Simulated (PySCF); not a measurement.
**C²⁺: ionisation energy**

C²⁺ [He] 2s2 (1S) → C³⁺ [He] 2s1 (2S), as a difference of total energies. Computed with PySCF 2.14 in aug-cc-pwCVDZ (5s4p2d, 27 functions), with no relativity, point nucleus. Correlated levels: valence: 1s2 frozen. The calculations carry no spin-orbit coupling.

| method | ionisation energy (eV) |
| --- | --- |
| UHF | 45.769 |
| MP2 (valence) | 46.891 |
| SCS-MP2 (valence) | 47.116 |
| CCSD (valence) | 47.761 |

How much does correlation contribute at MP2 (valence)?

46.891 − (45.769) = 1.122 eV, measured against UHF.

Errors of the correlated levels include the incompleteness of this basis and the frozen core.

With two correlated electrons CCSD is exact in that space.

The coupled-cluster amplitudes are large for C²⁺ (T1 above 0.03 or a double amplitude above 0.15), so a single reference is strained.

For comparison: 47.888 eV (measured; NIST Atomic Spectra Database, ionization energies).
